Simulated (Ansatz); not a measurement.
Reaction (formal exchange of groups at a C–O bond): `OC(O)(F)CF` + SiH₄ → `OC(F)([SiH3])CF` + H₂O

Isolated molecules relaxed with PBE0-D4/def2-TZVP in Ansatz; ΔE leaves out vibrations. CCSD(T)/CBS is the MP2 limit (def2-TZVPP, def2-QZVPP) plus CCSD(T) − MP2 in def2-TZVPP, frozen cores. This one scheme is used for every species. Functionals use def2-TZVPP. B3LYP here is the variant with VWN-RPA as its local correlation; programs differ in this. One conformer a species, not always the lowest.

```tsv
level	ΔE (kJ/mol)
r2SCAN-D4	17.1
B3LYP-D4	10.9
B2PLYP	15.4
PBE0	17.7
MP2/def2-TZVPP	9.9
SCS-MP2/def2-TZVPP	14.2
CCSD/def2-TZVPP	17.4
CCSD(T)/def2-TZVPP	14.9
```

(1) What does CCSD(T)/CBS give? (Estimate.)

Largest T1 diagnostic among the species: 0.012.

Answers

(1) Computed: +5.5 kJ/mol. The listed levels differ from it by 11.6, 5.4, 9.9, 12.2, 4.4, 8.7, 11.9, 9.4 kJ/mol.

In def2-TZVPP, CCSD(T) changes the Hartree–Fock value by −25.4 kJ/mol (the triples alone add −2.5 kJ/mol) and MP2 by −30.4 kJ/mol. From PBE to PBE0 (25 % exact exchange), in def2-TZVPP and without D4, ΔE moves by +6.0 kJ/mol.
